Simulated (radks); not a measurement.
The numbers below are computed, except where a source is named.
Q: Fe II, configuration [Ar] 3d7 (not the ground configuration). Code: a radial shooting solver on a logarithmic mesh with Libxc functionals. Model: Dirac Kohn-Sham, PBE, spin-unpolarised, spherical densities, finite nucleus; open shells fill j = l - 1/2 first; Fermi nuclear charge, rms radius 3.7377 fm. Some entries of the table are withheld. Estimate them.

orbital,occ.,eigenvalue (Ry),<1/r> (bohr^-1)
1s1/2,2,(1),25.98
2s1/2,2,(2),5.581
2p1/2,2,-52.11212,(3)
2p3/2,4,-51.19426,(4)
3s1/2,2,-7.13799,1.740
3p1/2,2,-4.72899,1.607
3p3/2,4,-4.61782,1.584
3d3/2,4,(5),1.156
3d5/2,3,(6),1.149

A: 
(1) 1s1/2 eigenvalue (Ry): -514.5326
(2) 2s1/2 eigenvalue (Ry): -60.40420
(3) 2p1/2 <1/r> (bohr^-1): 5.527
(4) 2p3/2 <1/r> (bohr^-1): 5.428
(5) 3d3/2 eigenvalue (Ry): -0.84913
(6) 3d5/2 eigenvalue (Ry): -0.83895
